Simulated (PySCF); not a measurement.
Compound: Si(NH2)2Cl2.
Bonds: Si1–N2, Si1–N5, Si1–Cl8, Si1–Cl9. Hydrogens: H3, H4 on N2; H6, H7 on N5.

The closed-shell ground state was solved at several levels (PySCF, density fitting, gas phase, non-relativistic). Isolated species at its PBE0-D3(BJ)/def2-SVP geometry (one conformer only).

```json
{"level": "PBE0/def2-SVPD", "basis functions": "150", "total energy (Eh)": "-1320.9999", "HOMO (eV)": "-8.12", "LUMO (eV)": "0.02", "gap (eV)": "8.14", "dipole (D)": "2.47"}
{"level": "B3LYP/pcSseg-1", "basis functions": "126", "total energy (Eh)": "-1321.9757", "HOMO (eV)": "-7.76", "LUMO (eV)": "0.41", "gap (eV)": "8.17", "dipole (D)": "2.66"}
```

(1) What might PBE0/pcSseg-1 (126 basis functions) give for the same quantities?

(2) Over all these levels, which gives the widest orbital gap and which the narrowest?

(3) How far do the dipole and the HOMO energy spread over the levels?

## Answers

(1) Total energy -1321.3719 Eh, HOMO -8.07 eV, LUMO 0.73 eV, gap 8.80 eV, dipole 2.71 D.

(2) PBE0/pcSseg-1 has the widest, 8.80 eV, and PBE0/def2-SVPD the narrowest, 8.14 eV. The two share the functional. From the narrowest to the widest the HOMO moves by +0.05 eV and the LUMO by +0.71 eV.

(3) The dipole runs from 2.47 to 2.71 D (mean 2.61 D) and the HOMO from -8.12 to -7.76 eV.
